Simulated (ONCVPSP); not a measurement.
**Reading a pseudo-wave (Ti (Z = 22))**

Columns: radius, all-electron u(r) and pseudo u(r) of the 3p shell (level -45.98 eV) of titanium in the configuration [Ne] 3s2 3p6 3d2 4s1; BLYP, scalar-relativistic, ONCV scheme, ONCVPSP 4.0.1.

```csv
r (bohr),all-electron,pseudo
0.110,-0.4331,0.0416
0.220,-0.4829,0.1587
0.330,-0.1482,0.3309
0.440,0.2692,0.5284
0.550,0.6182,0.7187
0.660,0.8560,0.8736
0.770,0.9867,0.9752
0.880,1.0317,1.0182
0.990,1.0163,1.0087
1.100,0.9625,0.9599
1.210,0.8870,0.8866
1.320,0.8014,0.8015
1.430,0.7135,0.7135
1.540,0.6282,0.6282
1.650,0.5482,0.5482
1.760,0.4751,0.4751
1.870,0.4094,0.4094
1.980,0.3512,0.3512
2.090,0.3001,0.3001
2.200,0.2556,0.2556
2.310,0.2171,0.2171
2.420,0.1839,0.1839
2.530,0.1555,0.1555
2.640,0.1312,0.1312
2.750,0.1105,0.1105
2.860,0.0930,0.0930
```

Problem. How many radial nodes do the two functions have?

Solution. The all-electron 3p function has n − l − 1 = 1; the pseudo-wave has 0, since the states of the same l below it are removed with the core.

Problem. At about which radius was the pseudo-wave matched?

Solution. 1.50 bohr. The columns agree to 0.0005 from 1.21 bohr on; several derivatives are matched, so the curves merge somewhat inside the radius.

Problem. Where does each function peak?

Solution. Outermost all-electron maximum near 0.88 bohr, pseudo maximum near 0.88 bohr (to the table’s step).

Problem. Is the pseudo-wave norm-conserving?

Solution. Yes: the ONCV scheme keeps the norm inside the radius equal to the all-electron one, which fixes the energy derivative of the logarithmic derivative at the level.
